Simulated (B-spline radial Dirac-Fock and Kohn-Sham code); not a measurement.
## Total conversion coefficients of Mo against transition energy

Level of theory: a Dirac-Hartree-Slater potential of the neutral atom with a Latter tail (no hole, which puts coefficients of high multipoles low close above an edge), finite nucleus with surface currents; a radial finite-basis atomic code. Subshells within 1 keV of threshold and pair formation are left out.

```tsv
energy (keV)	E1	E3	E4	M3	M4	M5
14.5	4.32	406000	4.31e+07	317000	3.79e+07	3.50e+09
17.8	2.40	117000	1.06e+07	89300	8.54e+06	6.57e+08
24	6.99	19400	1.35e+06	19300	1.04e+06	5.91e+07
29.1	4.17	6310	359000	7520	289000	1.30e+07
47.5	1.08	429	13200	734	14500	341000
50	0.931	329	9390	578	10800	237000
57.1	0.638	167	3960	312	5070	94800
66.2	0.418	80.6	1550	158	2220	35000
69.9	0.358	61.9	1100	123	1640	24400
72.1	0.327	53.3	908	107	1380	19900
92.7	0.158	16.3	198	34.2	354	3940
100	0.127	11.4	127	24.4	236	2440
114	0.0867	6.28	59.5	13.7	118	1080
130	0.0592	3.47	28.4	7.68	59.7	485
172	0.0263	1.00	6.18	2.32	14.4	91.6
200	0.0171	0.521	2.80	1.24	6.80	38.3
238	0.0105	0.248	1.16	0.609	2.93	14.4
309	0.00511	0.0848	0.324	0.218	0.868	3.49
334	0.00415	0.0622	0.225	0.162	0.611	2.32
368	0.00321	0.0426	0.144	0.113	0.397	1.41
396	0.00266	0.0322	0.104	0.0859	0.288	0.974
486	0.00159	0.0152	0.0433	0.0412	0.121	0.358
500	0.00149	0.0137	0.0386	0.0373	0.108	0.313
633	0.000860	0.00620	0.0153	0.0168	0.0424	0.106
1000	0.000333	0.00162	0.00325	0.00404	0.00815	0.0162
1250	0.000221	0.000918	0.00170	0.00214	0.00394	0.00713
2000	0.000102	0.000318	0.000510	0.000625	0.000995	0.00154
```

Question: How fast do they fall between 1000 and 2000 keV?

Answer: As powers of the energy: E1 E^-1.71, E3 E^-2.35, E4 E^-2.67, M3 E^-2.69, M4 E^-3.03, M5 E^-3.39. Within one type (E or M) the higher multipoles fall faster.

Values without a named source are computed, but for edge energies of neutral atoms, which are taken from tables.
